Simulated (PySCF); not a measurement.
## Electronic structure of Pd (palladium, neutral) at the LDA level

Configuration: [Kr] 4d10, closed-shell 1S. All numbers are calculated (PySCF 2.14, a scalar-relativistic core potential, in cc-pVTZ-PP with ECP28MDF (5s5p4d2f1g, 63 functions)).

| Property | Result |
| --- | --- |
| Total energy | -127.2122 hartree |
| One-electron energy | -226.5049 hartree |
| Hartree (Coulomb) energy | 111.8212 hartree |
| Exchange-correlation energy | -12.5285 hartree |
| ⟨S²⟩ | 0.0000 |
| ⟨L²⟩ | 0.000 |
| Sum of ⟨r⟩ | 24.43 bohr |
| Sum of ⟨r²⟩ | 42.47 bohr² |
| Time after the integrals | 0.48 s of wall time on 1 thread of Neoverse-V2 (shared host) |

```tsv
shell	electrons	mean orbital energy (hartree)	rms radius, mean of both spins (bohr)
4s	2	-3.16440	1.02
4p	6	-1.90330	1.13
4d	10	-0.15699	1.81
```

Energies and moments cover only the electrons outside the core potential.
